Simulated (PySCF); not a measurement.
BCl3, singlet, geometry from GFN2-xTB. Base run: PySCF with R2SCAN/STO-3G.

Input for PySCF:
```python
from pyscf import gto, scf, dft

mol = gto.Mole()
mol.atom = '''
    B    -0.00012924    0.00017465   -0.01065182
    Cl    0.02666439    1.72290836    0.02897049
    Cl    1.47887022   -0.88426276   -0.03139692
    Cl   -1.50549659   -0.83869697    0.00555932
'''
mol.basis = 'sto-3g'
mol.verbose = 4
mol.build()

mf = dft.RKS(mol)
mf.xc = 'r2scan'
mf.kernel()
mf.analyze()
```

Variants of this job, named by their change:

| change | ΔE vs base (mEh) | SCF cycles | outcome |
|---|---|---|---|
| base | 0.000 | 7 | converged |
| level_shift = 0.3 (with mf.max_cycle = 100) | 0.000 | 13 | converged |
| init_guess = huckel | 0.000 | 8 | converged |
| diis_space = 12 | 0.000 | 7 | converged |
| level_shift = 1.0 (with mf.max_cycle = 100) | 0.000 | 31 | converged |
| damp = 0.5; diis_start_cycle = 5 | 0.000 | 8 | converged |
| DIIS = EDIIS | - | 50 | not converged |
| conv_tol_grad = 1e-7 | 0.000 | 8 | converged |
| conv_tol = 1e-4 | 0.001 | 4 | converged |
| init_guess = atom | 0.000 | 7 | converged |
| diis_space = 4 | 0.000 | 7 | converged |
| init_guess = vsap | 0.000 | 8 | converged |
| init_guess = sap | 0.000 | 7 | converged |
